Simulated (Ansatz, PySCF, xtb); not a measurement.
Pair of molecules: SiH4 (SMILES [SiH4]) (first 5 atoms) with ClH3Si (SMILES [SiH3]Cl); geometry from B3LYP-D3(BJ)/def2-TZVP, rigid monomers moved along the line of their centres of mass till Si1···Cl7 is 4.23 Å.
(charge 0, multiplicity 1):
```csv
atom,x (Å),y (Å),z (Å)
Si,0.0487,0.0057,0.0238
H,0.5397,-1.3882,0.0579
H,0.0694,0.5038,-1.3713
H,0.9263,0.8633,0.8521
H,-1.3332,0.0692,0.5463
Si,0.1410,1.0109,4.5767
Cl,0.0279,-1.0068,4.1351
H,-0.8558,1.7246,3.7568
H,1.5038,1.4813,4.2652
H,-0.1507,1.1821,6.0134
```

Interaction energies are E(AB) − E(A) − E(B) at the monomers' geometry in the complex; basis-set methods are counterpoise corrected. Rows marked so take none.

Rows in 6-311+G** carry no dispersion term and start afresh at each structure.

Run with Ansatz (a first-principles code); PySCF for 6-311+G** rows; xtb for the GFN methods. Each number belongs to the level named beside it.

**Question.** One of these levels gives -19.8 meV for the interaction energy. Name it.
A) GFN-FF
B) B3LYP/6-311+G** (no counterpoise)
C) GFN2-xTB
D) PBE/def2-TZVPPD

**Answer.** D, PBE/def2-TZVPPD. The others give -40.0 (GFN-FF), -58.3 (GFN2-xTB), 3.8 (B3LYP/6-311+G** (no counterpoise))
